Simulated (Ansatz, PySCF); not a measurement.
Si(F)2(Me)(Cl) (CH₃ClF₂Si), SMILES C[Si](F)(F)Cl.

Geometry: B3LYP-D3(BJ)/def2-SVP.

Vertical ionisation energy (IE) and electron affinity (EA) in eV. Rows of orbital energies are one-electron estimates. Where ΔSCF, EOM or ADC give a negative EA the extra electron is unbound and the value depends on the basis.

| level | IE | EA |
|---|---|---|
| −ε(HOMO), −ε(LUMO), M06-2X/def2-TZVP (PySCF) | 11.01 | -1.42 |
| −ε(HOMO), −ε(LUMO), PBE/def2-TZVP (PySCF) | 8.22 | 0.23 |
| ΔSCF, CAM-B3LYP/def2-TZVPD (Ansatz), final states of multiplicity 2 and 2 | 12.22 | -0.88 |
| ΔSCF, PBE/def2-TZVPD (Ansatz), final states of multiplicity 2 and 2 | 11.57 | -0.63 |

Problem. What vertical singlet–triplet gap does ΔSCF give with CAM-B3LYP/def2-TZVPD (Ansatz, a first-principles code) and with PBE/def2-TZVPD (Ansatz)? (Estimate from the structure and the level; the computed values follow.)

Solution. 8.35 and 7.58 eV (triplet above singlet where positive).
